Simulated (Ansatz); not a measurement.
Mulliken charges of CH3BO2S, SMILES `OB1OCS1` from r2SCAN/def2-TZVPP in Ansatz (PBE0-D4/def2-TZVP geometry).

```
atom   x (Å)   y (Å)   z (Å)  charge (e)
  O1  -0.340   1.648   1.277      -0.303
  B2  -0.118   0.636   0.421       0.362
  O3   0.025  -0.680   0.789      -0.345
  C4   0.221  -1.163  -0.534       0.150
  S5   0.084   0.458  -1.389      -0.242
  H6  -0.416   2.508   0.861       0.220
  H7  -0.571  -1.853  -0.827       0.079
  H8   1.207  -1.611  -0.652       0.079
```

Task: By hand: the dipole of these point charges (1 e Å = 4.8032 D).

Result: Σ q r = (0.023, -0.042, -0.178) e Å, of length 0.184 e Å = 0.88 D.

Task: How does the dipole of the full density compare? (An estimate is asked.)

Result: The calculation gave: (0.010, 0.077, -0.211) e Å, 1.08 D; the point charges give 0.81 times that, at 34° from its direction.

Point charges leave out the atoms' own dipoles, such as those of lone pairs, and Mulliken's split depends on the basis, so the two needn't agree.
